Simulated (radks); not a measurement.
The numbers below are computed, except where a source is named.
All-electron atom: Ta+ in [Xe] 4f14 5d2.5 6s1.5 (fractional occupations, a model configuration). Code: a radial shooting solver on a logarithmic mesh with Libxc functionals. Model: scalar-relativistic Kohn-Sham, LDA (Slater exchange, Perdew-Wang correlation), spin-polarised, spherical densities, point nucleus; open shells are filled with parallel spins first (spin-orbit coupling, left out, can overturn this in heavy ions).

Unscreened Slater integrals over Kohn-Sham orbitals (hartree). They are taken over the spin-up orbitals. Empty in this configuration: 6p.

integral,value
"F0(5d,5d)",0.44462
"F2(5d,5d)",0.22555
"F4(5d,5d)",0.14673
"F0(5d,6s)",0.34586
"G2(5d,6s)",0.10746
"F0(5d,4f)",0.58364
"F2(5d,4f)",0.12671
"F4(5d,4f)",0.058674
"G1(5d,4f)",0.051700
"G3(5d,4f)",0.043074
"G5(5d,4f)",0.033064
"F0(5d,5p)",0.52922
"F2(5d,5p)",0.24489
"G1(5d,5p)",0.28271
"G3(5d,5p)",0.17287
"F0(5d,6p)",0.28325
"F2(5d,6p)",0.10231
"G1(5d,6p)",0.062925
"G3(5d,6p)",0.047149
"F0(6s,6s)",0.30306
"F0(6s,4f)",0.39676
"G3(6s,4f)",0.012744
"F0(6s,5p)",0.37514
"G1(6s,5p)",0.030634
"F0(6s,6p)",0.26112
"G1(6s,6p)",0.15830
"F0(4f,4f)",1.4476
"F2(4f,4f)",0.69160
"F4(4f,4f)",0.43465
"F6(4f,4f)",0.31291
"F0(4f,5p)",0.85050
"F2(4f,5p)",0.27381
"G2(4f,5p)",0.12746
"G4(4f,5p)",0.10099
"F0(4f,6p)",0.31184
"F2(4f,6p)",0.032168
"G2(4f,6p)",0.0082735
"G4(4f,6p)",0.0074487
"F0(5p,5p)",0.69642
"F2(5p,5p)",0.37410
"F0(5p,6p)",0.29894
"F2(5p,6p)",0.065957
"G0(5p,6p)",0.012573
"G2(5p,6p)",0.016754
"F0(6p,6p)",0.23519
"F2(6p,6p)",0.12787

Derived for the open shells (J is the average intra-shell exchange parameter used in DFT+U). 5d: Racah B = F2/49 - 5 F4/441 = 0.002939 hartree, C = 35 F4/441 = 0.01165 hartree, C/B = 3.96, F4/F2 = 0.651, J = (F2 + F4)/14 = 0.02659 hartree.
